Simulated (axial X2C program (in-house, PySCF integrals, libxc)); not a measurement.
**Which molecule has these constants?**

All values come from calculations with an axial X2C code built on PySCF integrals, spin-free (one-electron X2C) or two-component (2c: spin–orbit coupling with atomic mean-field Coulomb and Gaunt terms, which also bring small scalar terms), in Dyall basis sets with cores contracted in-house; open shells are unrestricted.

A two-component PBE0 calculation in a Dyall 3-zeta basis gave Re = 2.072 Å, ωe = 553.9 cm⁻¹, De = 4.81 eV, dipole magnitude 0.72 D, Ω = 0.

**Question.** Which molecule is it?
A. PtSi
B. PtGe
C. PtC

**Answer.** A. The others have PtGe 2.157 Å and 360.7 cm⁻¹ (Ω = 0); PtC 1.663 Å and 1093.6 cm⁻¹ (Ω = 0).

Each entry is the lowest single determinant of a limited PBE0 search at one distance. De goes to single-determinant-based atoms at the same level (for ions the charge split of lowest energy) and is withheld (n/a) where an atom does not fit its ground term or J level. Main or longest-lived isotopes. Some light 2c atoms are not at their ground J level, so De misses part of their lowering (0.04 eV or less). The functionals have no current term, which raises determinants with orbital currents.
